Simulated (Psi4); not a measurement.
gold atom (Au), doublet (core potentials on Au). Base run: PBE0/def2-SVP run with Psi4.

The Psi4 input:
```
memory 2 GB

molecule mol {
0 2
  Au    0.000000    0.000000    0.000000
}

set basis def2-svp
set reference uks

energy('pbe0')
print_variables()
```

The base run was repeated with changes; each row names its change, and settings that it needs were set with it.

| change | basis functions | E (Eh) |
|---|---|---|
| base | 32 | -135.69676 |
| basis = def2-SV(P) | 25 | -135.69676 |
| basis = def2-SVPD | 35 | -135.69676 |
| basis = def2-TZVP | 40 | -135.70230 |
| basis = def2-TZVPD | 43 | -135.70231 |
| basis = def2-TZVPP | 56 | -135.70230 |
| basis = def2-QZVP | 72 | -135.70245 |
| basis = def2-QZVPP | 88 | -135.70245 |

Totals compare only among sets that treat the same electrons; sets with core potentials leave the core out.

Open shells are given as the SCF converged; they aren't shown to be the lowest states, and a large step between rows can be another state.
